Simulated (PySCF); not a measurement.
A run for PySCF: R-MP2/6-31G* on CH5B (SMILES BC), a point of a torsion scan.

```python
from pyscf import gto, scf, dft, mp
from pyscf.data.elements import chemcore

mol = gto.M(
    atom='''
    B     0.89492637    0.08444072   -0.00182210
    C    -0.66424566   -0.04229464   -0.03887952
    H     1.55786108   -0.87921051   -0.03826236
    H     1.40873678    1.13025772    0.10224720
    H    -0.99254809   -0.30131916    0.97029711
    H    -1.01784082   -0.84849201   -0.67847148
    H    -1.18765407    0.87023025   -0.31257091
    ''',
    basis='6-31g*',
    cart=True,
    charge=0, spin=0, verbose=3, max_memory=1800)
mf = scf.RHF(mol)
mf.conv_tol = 1e-8
mf.max_cycle = 100
mf.kernel()
if not mf.converged:
    mf = mf.newton().run(mf.mo_coeff, mf.mo_occ)
pt = mp.MP2(mf, frozen=chemcore(mol)).run()
```

Output:

```
converged SCF energy = -65.4408998377584
E(RMP2) = -65.6455045112424  E_corr = -0.204604673483964
E(SCS-RMP2) = -65.6514862057746  E_corr = -0.210586368016198
```

The calculation finished and met its thresholds.

Cost: about 0.4 core-seconds (a rough figure).
